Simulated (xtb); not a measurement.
In(Me)3 (C3H9In), SMILES [CH3][In]([CH3])[CH3]. All values are semi-empirical tight-binding results from xtb (GFN2-xTB unless named), good for trends rather than for accurate numbers. Coordinates come from a GFN2-xTB optimisation. The isomer is the one that the SMILES or the coordinates give; other isomers of the formula were not compared.

Optimised geometry:

Bonds (Å): In1–C2 2.243, In1–C6 2.243, In1–C10 2.243, C2–H3 1.090, C2–H4 1.089, C2–H5 1.089, C6–H7 1.090, C6–H8 1.090, C6–H9 1.089, C10–H11 1.089, C10–H12 1.090, C10–H13 1.089. Bond angles (°): C2–In1–C6 120.1, C2–In1–C10 119.8, C6–In1–C10 120.1, In1–C2–H3 109.8, In1–C2–H4 110.3, In1–C2–H5 110.3, H3–C2–H4 108.6, H3–C2–H5 108.6, H4–C2–H5 109.2, In1–C6–H7 109.9, In1–C6–H8 110.0, In1–C6–H9 110.4, H7–C6–H8 108.4, H7–C6–H9 108.9, H8–C6–H9 109.1, In1–C10–H11 110.4, In1–C10–H12 109.9, In1–C10–H13 110.2, H11–C10–H12 108.6, H11–C10–H13 109.2, H12–C10–H13 108.5.
Charge 0, spin multiplicity 1.

A frequency run showed that this geometry is not a minimum.

For metal compounds this method's bond lengths and energies can be far off.

```yaml
orbital_gap: 3.78 eV
```

Computed atomic charges and the Wiberg bond orders between heavy atoms:
charges (e) In1 0.12, C2 -0.18, H3 0.04, H4 0.05, H5 0.05, C6 -0.18, H7 0.04, H8 0.05, H9 0.05, C10 -0.18, H11 0.05, H12 0.04, H13 0.05. Bond orders In1–C2 0.77, In1–C6 0.77, In1–C10 0.77.
